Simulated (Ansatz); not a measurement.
Cartesian coordinates (Å):
```xyz
8

N      0.6092     1.4033     0.8580
C      0.3697     0.6236    -0.1183
C     -0.3697    -0.6236     0.1183
N     -0.6092    -1.4033    -0.8580
H      1.1281     2.2264     0.5461
H      0.6704     0.7934    -1.1602
H     -0.6704    -0.7934     1.1602
H     -1.1281    -2.2264    -0.5461
```
Charge 0, multiplicity 1.

These are frozen-core CCSD(T)/cc-pVQZ // r2SCAN-D4/def2-TZVP in Ansatz (a quantum-chemistry and plane-wave program) values and carry that method's errors. The restricted HF reference is unstable towards unrestricted orbitals.

```json
{
 "HF energy": "-187.00467 Ha",
 "MP2 correlation energy": "-0.76763 Ha"
}
```

Problem. Estimate the CCSD correlation energy, the (T) correction, the total energy and the T1 diagnostic.

Solution. 
```yaml
CCSD correlation energy: -0.78134 Ha
"(T) correction": -0.03863 Ha
CCSD(T) total energy: -187.82464 Ha
T1 diagnostic: 0.013
```
